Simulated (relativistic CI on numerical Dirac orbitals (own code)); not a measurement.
# What each ingredient does to the levels of Au10+

Base calculation: Dirac-Coulomb-Breit CI, separate exchange-only KLI orbitals for each configuration, model QED (radiative potential, 1s self-energy scaled to tabulated hydrogen-like ionisation energies), unscaled Slater integrals.

Configuration list (outside the closed core [Kr] 4d10): 4f14 5s2 5p6 5d, 4f14 5s2 5p6 6s, 4f14 5s2 5p6 5f, 4f14 5s2 5p5 5d2, 4f14 5s2 5p6 6p, 4f14 5s2 5p6 5g, 4f14 5s 5p6 5d2, 4f14 5s2 5p6 6d, 4f14 5s2 5p5 5d 5f, 4f14 5s2 5p6 7s, 4f14 5s2 5p6 7p, 4f14 5s2 5p5 5d 6s, 4f14 5s2 5p5 5d 5g, 4f13 5s2 5p6 5d2. Double excitations out of closed p, d and f shells are left out; levels of such configurations are missing from the list, as are those of other unlisted configurations, and high levels can miss mixing partners.

Variants: (1) non-relativistic limit. Shifts of the energy above 4f14 5s2 5p6 5d 2D_3/2, in cm⁻¹, for the lowest level and the first level of each name with at least 55 % of one term (blank where a level changes its place among those of its configuration and J or its character, or is not in the variant):

| Level | Base | Δ(1) |
| --- | --- | --- |
| 4f14 5s2 5p6 5d 2D_3/2 | 0 | 0 |
| 4f14 5s2 5p6 5d 2D_5/2 | 21540 | -21540 |
| 4f14 5s2 5p6 6s 2S_1/2 | 293146 | +69471 |
| 4f14 5s2 5p6 6p 2P°_1/2 | 403360 | +57081 |
| 4f14 5s2 5p5 5d2 4D°_1/2 | 437718 | -26674 |
| 4f14 5s2 5p5 5d2 4D°_3/2 | 440288 | -29244 |
| 4f14 5s2 5p6 6p 2P°_3/2 | 449015 | +11426 |
| 4f14 5s2 5p5 5d2 4G°_9/2 | 468450 | -39714 |
| 4f14 5s2 5p5 5d2 4G°_11/2 | 475681 | -46945 |
| 4f14 5s2 5p5 5d2 4F°_9/2 | 497757 | -58060 |
| 4f14 5s2 5p5 5d2 2H°_11/2 | 499136 | -41302 |
| 4f14 5s2 5p5 5d2 2P°_1/2 | 515124 | -62805 |
| 4f14 5s2 5p5 5d2 2G°_9/2 | 516558 |  |
| 4f14 5s2 5p5 5d2 2P°_3/2 | 550739 |  |
| 4f14 5s2 5p6 6d 2D_3/2 | 626356 | +8095 |
| 4f14 5s2 5p6 6d 2D_5/2 | 634410 | +40 |
| 4f14 5s2 5p6 7s 2S_1/2 | 719197 | +34968 |
| 4f14 5s2 5p5 5d 6s 4P°_1/2 | 731225 | +55588 |
| 4f14 5s2 5p5 5d 6s 4P°_3/2 | 741534 | +45279 |
| 4f14 5s2 5p5 5d 6s 2P°_1/2 | 749403 | +46649 |
| 4f14 5s2 5p5 5d 6s 4F°_7/2 | 756256 | +44220 |

At this charge transitions that keep the count of f electrons are usually good to a few per cent. Terms inside the open d or f shell come out 10 to 20 % too wide with unscaled integrals. Levels and lines within the n = 5 or 6 shells can be off by up to 10 % or somewhat more, and those that change n by about 2 %, since core polarisation is missing. Levels that differ in their count of f electrons can be misplaced by several ten thousand cm⁻¹, since the correlation energy of f electrons is missing or only estimated; rates across such gaps can be off by orders of magnitude.

Ionisation energy from one configuration of each of the two ions, the ground ones as tabulated or assumed: base 167.257 eV. The NIST ASD value (semi-empirical) is 168.2 ± 1.4 eV.

LS names give the leading component of a level, which can be under half, so a name can repeat, a term be missing and a line seem to break the LS rules.
